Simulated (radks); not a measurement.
The numbers below are computed, except where a source is named.
Species: Lu. Configuration: [Xe] 4f14 5d1 6s2. Code: a radial shooting solver on a logarithmic mesh with Libxc functionals. Model: Dirac Kohn-Sham, PBE, spin-unpolarised, spherical densities, point nucleus; open shells are shared between the two j in proportion to 2j + 1.

X-ray form factor f0, the Fourier transform of the density (f0(0) = 71):

| sin(theta)/lambda (1/angstrom) | f0 (electrons) |
|---|---|
| 0.05 | 69.734 |
| 0.1 | 66.814 |
| 0.15 | 63.435 |
| 0.2 | 60.005 |
| 0.25 | 56.566 |
| 0.3 | 53.166 |
| 0.4 | 46.800 |
| 0.5 | 41.308 |
| 0.6 | 36.671 |
| 0.8 | 29.342 |
| 1 | 23.998 |
| 1.25 | 19.540 |
| 1.5 | 16.776 |
| 2 | 13.270 |
